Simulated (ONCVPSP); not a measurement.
# Ag (Z = 47): variants of one ONCV potential

Base potential:

```
Element                 : Ag (Z = 47)
Generator               : ONCVPSP 4.0.1
Type                    : optimised norm-conserving Vanderbilt (ONCV)
Functional              : PBEsol
Relativity              : scalar-relativistic
Frozen core             : [Ar] 3d10
Valence charge          : 19
Reference configuration : 4s2 4p6 4d10 5s1
Partial waves           : 4s+5s: rc 1.35 bohr, ncon 4, nbas 7, qcut 7.7 1/bohr, 3 projectors, debl 3.1 Ha; 4p: rc 1.25 bohr, ncon 5, nbas 8, qcut 13.6 1/bohr, 2 projectors, debl 0.4 Ha; 4d: rc 1.25 bohr, ncon 3, nbas 8, qcut 14.7 1/bohr, local
Local potential         : the d channel
Core correction         : none
```

In the p channel the program set the typed energies aside and used -2.150, 0.250 Ha.

All-electron outer shells of the reference configuration (PBEsol, scalar-relativistic, ld1.x):

| shell | level (eV) | outermost node (bohr) | outermost maximum (bohr) |
| --- | --- | --- | --- |
| 3d | -358.49 | – | 0.27 |
| 4s | -94.97 | 0.44 | 0.82 |
| 4p | -58.51 | 0.44 | 0.87 |
| 4d | -7.45 | 0.43 | 1.04 |
| 5s | -4.42 | 1.11 | 2.49 |

Cutoffs, loose and tight: the cutoffs (Ha) at which the residual kinetic energy of the hardest occupied pseudo-wave falls to 1 and 0.1 mHa per electron. They do not see the model core or the augmentation charge, which bear on the density cutoff. Test errors are all-electron minus pseudo excitation energies from the reference, over the configurations 4s2 4p6 4d10 5s0; 4s2 4p6 4d9 5s0; 4s2 4p6 4d8 5s0; 4s2 4p6 4d10 5s0.5. A dash means not determined; rows that change the core or the reference have their own tests.

A true bound ghost makes a file unfit for plane-wave use even where its test errors are small: the radial tests pick states by their node count and pass the ghost by.

| change | outcome | cutoff, loose | cutoff, tight | bound ghosts | GHOST(+) flags above zero | largest test error (meV) |
| --- | --- | --- | --- | --- | --- | --- |
| base | generated, projector energies reset by the program | 61 Ha | 72 Ha | none | s | -3.5 |
| s: debl 0.2 | generated, projector energies reset by the program | 61 Ha | 72 Ha | s | s | -3.6 |
| s: debl 0.25 | generated, projector energies reset by the program | 61 Ha | 72 Ha | s | s | -3.5 |
| s: debl 0.4 | generated, projector energies reset by the program | 61 Ha | 72 Ha | s | s | -3.5 |
| s: debl 0.65 | generated, projector energies reset by the program | 61 Ha | 72 Ha | s | s | -3.5 |
| s: debl 0.9 | generated, projector energies reset by the program | 61 Ha | 72 Ha | s | s | -3.5 |
| s: debl 1.45 | generated, projector energies reset by the program | 61 Ha | 72 Ha | s | s | -3.5 |
| s: debl 2.25 | generated, projector energies reset by the program | 61 Ha | 72 Ha | none | s | -3.5 |
| s: debl 3.65 | generated, projector energies reset by the program | 61 Ha | 72 Ha | none | s | -3.5 |
| s: debl 4.55 | generated, projector energies reset by the program | 61 Ha | 72 Ha | none | s | -3.5 |

Reading the sweep of the debl of the s channel (base included, trends over the rows without a ghost): The loose cutoff stays near 61 Ha. The median size of the test errors (rows with all tests solved) stays near 1.9 meV. Bound ghosts are found at 0.2, 0.25, 0.4, 0.65, 0.9, 1.45 Ha.
